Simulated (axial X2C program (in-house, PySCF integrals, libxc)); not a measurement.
Worked dissociation energy of GeB⁺: PBE0, without spin–orbit coupling

Calculated with an in-house all-electron X2C program for linear molecules (integrals from PySCF). Spin-free means the one-electron spin-free X2C Hamiltonian. Basis: Ge dyall-cv3z [9s9p7d4f1g], B dyall-v3z [7s6p2d1f] (cores contracted in-house); Gaussian nuclei, density fitting, unrestricted open shells. Masses: Ge 73.921 u, B 11.009 u.

Molecular state: M_S = 1, Λ = 1 (beyond evenly filled blocks: σα, π+α).

| Quantity | Value |
| --- | --- |
| E(Ge+) (2M_S = 1, M_L = 0) | -2098.238117 hartree |
| E(B) (2M_S = 1, M_L = 0) | -24.626641 hartree |
| E(GeB⁺) at Re | -2122.955698 hartree |
| ωe | 460.4 cm⁻¹ |
| ωexe | 5.07 cm⁻¹ |

Q: Work out De and D0.

A: De = -2098.238117 + (-24.626641) − (-2122.955698) = 0.09094 hartree = 2.475 eV. The zero-point energy is ωe/2 − ωexe/4 = 229 cm⁻¹ = 0.028 eV, so D0 = 2.446 eV.

The state is one determinant whose occupation by symmetry is held fixed; it was picked as the lowest of a PBE0 search that is not exhaustive. De is counted from the lowest determinant-based energies of the atoms at the same level, without counterpoise correction. PBE0 can misorder states that lie within some tenths of an eV, so this need not be the ground state of the molecule. The nearest other spin-free determinant of the search, M_S = 0, Λ = 1, lies 0.19 eV up at the distance of the search. Without a current term, density functionals place determinants with orbital angular momentum somewhat too high. Spin-free De lacks the spin–orbit lowering of the heavy p-block atom, a tenth of an eV or more for 4p and 5p, up to an eV for 6p and one to two eV for 7p atoms, less what an open-shell molecule gains itself.

Each atomic determinant is the lowest at this level and need not be a pure term. Totals compare only within one Hamiltonian and basis.
